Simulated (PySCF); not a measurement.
Species: C3H6BF.
SMILES: `FBC1CC1`

A linear-response calculation (PySCF, def2-SVPD basis, gas phase, vertical, core orbitals frozen in the response) gave these numbers; the functional is withheld.

Orbital energies (eV): HOMO-3 -12.44, HOMO-2 -11.16, HOMO-1 -10.70, HOMO -10.57, LUMO 1.45, LUMO+1 2.32, LUMO+2 2.69.

| state | E (eV) | f | main configurations (H = HOMO, L = LUMO) |
| --- | --- | --- | --- |
| S1 | 6.62 | 0.0011 | H→L (75%), H-2→L (21%) |
| S2 | 7.57 | 0.207 | H-1→L (96%) |
| S3 | 7.73 | 0.0084 | H-2→L (75%), H→L (22%) |
| S4 | 8.83 | 0.0037 | H→L+2 (61%), H→L+1 (19%), H-2→L+2 (12%) |
| S5 | 8.87 | 0.0016 | H-1→L+2 (70%), H-1→L+3 (15%), H-1→L+1 (11%) |
| S6 | 8.92 | 0.0099 | H→L+1 (63%), H→L+2 (17%), H-2→L+1 (12%) |

Triplets (Tamm–Dancoff): T1 6.17 eV, H→L (75%), H-2→L (19%); T2 6.69 eV, H-1→L (95%); T3 7.22 eV, H-2→L (69%), H→L (19%); T4 8.66 eV, H→L+2 (73%), H-2→L+2 (12%).

Vertical ionisation energy by ΔSCF with the same functional: 10.98 eV. Mean static polarisability: 48.4 au.

Question: Which of these was used?
A. HF
B. PBE
C. wB97X-D
D. B3LYP

Answer: C. wB97X-D is range-separated, 22% exact exchange at short range and 100% at long range (ω = 0.2 bohr⁻¹). In this run −ε(HOMO) = 10.57 eV differs from the ΔSCF value by -0.41 eV, and S1 differs from the orbital gap of 12.02 eV by -5.39 eV. The ratio −ε(HOMO)/IP is 0.96. Small neutral molecules mostly give 0.89 to 0.99 with wB97X-D, 0.5 to 0.7 with PBE, 0.67 to 0.83 with B3LYP; with Hartree–Fock the ratio is 1 or more (Koopmans' value less the relaxation energy is the ΔSCF value). The other options: PBE, a GGA without exact exchange; HF, time-dependent Hartree–Fock, 100% exact exchange; B3LYP, a global hybrid with 20% exact exchange.

Theory: TDDFT wB97X-D/def2-SVPD, vertical, gas phase, core orbitals frozen in the response (PySCF 2.14.0, density-fitted response routines). Geometry: PBE0-D3(BJ)/def2-SVP, one conformer, isolated molecule.

Shape of the structure used: `[F:1][BH:2][CH:3]1[CH2:4][CH2:5]1`: F1–B2–C3–C4 -146°.
